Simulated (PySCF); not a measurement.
# Correlation energy of Se⁺ (selenium, charge +1)

[Ar] 3d10 4s2 4p3, high-spin 4S determinant. Calculation: PySCF 2.14, in x2c-TZVPPall with one added diffuse shell each of s, p, d type (7s6p5d1f, 57 functions); scalar relativity by spin-free X2C-1e. Frozen: [Ar] 3d10; 5 electrons correlated.

```json
{"level": "CCSD", "correlation energy (mhartree)": "-89.80"}
{"level": "(T)", "correlation energy (mhartree)": "-2.55"}
{"level": "CCSD(T)", "correlation energy (mhartree)": "-92.35"}
```

Diagnostics: T1 = 0.0023, D1 = 0.0049, largest double amplitude 0.040.

Cost of the coupled-cluster step: about 1.6 core-seconds, for 5 correlated electrons.

Iterations:

```
CC2 = 0
CCSD nocc = (np.int64(4), np.int64(1)), nmo = (43, 43)
frozen orbitals [[0, 1, 2, 3, 4, 5, 6, 7, 8, 9, 10, 11, 12, 13], [0, 1, 2, 3, 4, 5, 6, 7, 8, 9, 10, 11, 12, 13]]
max_cycle = 100
direct = 0
conv_tol = 1e-08
conv_tol_normt = 1e-06
diis_space = 8
diis_start_cycle = 0
Init t2, MP2 energy = -0.0754068134983693
Init E_corr(UCCSD) = -0.0754068135340965
cycle = 1  E_corr(UCCSD) = -0.0869481192463813  dE = -0.0115413057  norm(t1,t2) = 0.0333985
cycle = 2  E_corr(UCCSD) = -0.0890695441629843  dE = -0.00212142492  norm(t1,t2) = 0.00873844
cycle = 3  E_corr(UCCSD) = -0.0898138838938391  dE = -0.000744339731  norm(t1,t2) = 0.00294588
cycle = 4  E_corr(UCCSD) = -0.0897989728005456  dE = 1.49110933e-05  norm(t1,t2) = 0.000387321
cycle = 5  E_corr(UCCSD) = -0.0897983774000008  dE = 5.95400545e-07  norm(t1,t2) = 3.97413e-05
cycle = 6  E_corr(UCCSD) = -0.0897982880956632  dE = 8.93043375e-08  norm(t1,t2) = 7.96081e-06
cycle = 7  E_corr(UCCSD) = -0.0897983711194761  dE = -8.30238129e-08  norm(t1,t2) = 1.58133e-06
cycle = 8  E_corr(UCCSD) = -0.0897983430228693  dE = 2.80966068e-08  norm(t1,t2) = 2.12332e-07
cycle = 9  E_corr(UCCSD) = -0.0897983462571487  dE = -3.23427934e-09  norm(t1,t2) = 3.37358e-08
UCCSD converged
E(UCCSD) = -2427.84293687755  E_corr = -0.08979834625714866
UCCSD(T) correction = -0.00254857234006562
```
